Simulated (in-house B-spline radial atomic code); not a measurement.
## Ionising Pd⁺ with different functionals

Computed with an all-electron radial atomic-structure program (B-spline basis): scalar-relativistic (spin-free X2C) Hamiltonian, Fermi nucleus of rms radius 4.5318 fm, spin-polarised at highest spin, spherical fractional occupations for the functionals, and exact exchange of hybrids averaged over the configuration. The ionisation energy is the difference of two self-consistent energies, [Kr] 4d9 → [Kr] 4d8, without Breit or QED terms; ε is the level of the shell that loses the electron (its least bound occupied spin orbital). There is no spin-orbit coupling in this Hamiltonian.

| method | rung | ΔSCF (eV) | -ε(4d) (eV) |
| --- | --- | --- | --- |
| PBE0 | global hybrid | 19.96 | 15.93 |
| B3LYP | global hybrid | ? | ? |
| TPSSh | global hybrid | 20.00 | 14.79 |
| BHandHLYP | global hybrid | 19.64 | 17.57 |
| r2SCAN0 | global hybrid | 19.95 | 15.95 |
| B97-1 | global hybrid | 20.00 | 15.63 |
| HSE06 | range-separated hybrid | 19.97 | 15.52 |
| wB97X | range-separated hybrid | 19.89 | 18.48 |
| CAM-B3LYP | range-separated hybrid | 20.05 | 17.51 |
| LC-wPBE | range-separated hybrid | ? | ? |

(1) What does LC-wPBE give?

(2) What does B3LYP give?

(3) Among the functionals, which spreads more, the ΔSCF values or the orbital energies?

(4) How do they compare with the NIST value?

## Answers

(1) ΔSCF 19.90 eV, and -ε(4d) = 18.75 eV.

(2) ΔSCF 20.15 eV, and -ε(4d) = 15.72 eV.

(3) The orbital energies: ΔSCF values span about 0.51 eV and the orbital energies 3.96 eV; here energy differences depend much less on the functional than eigenvalues do.

(4) NIST lists 19.4 eV ± 0.12 (semi-empirical, ground level to ground level). Errors run from +0.21 to +0.72 eV; BHandHLYP is closest (+0.21 eV), but part of that can be cancellation, since the calculations leave out spin-orbit coupling, Breit-QED terms, multiplet and fine-structure energies.
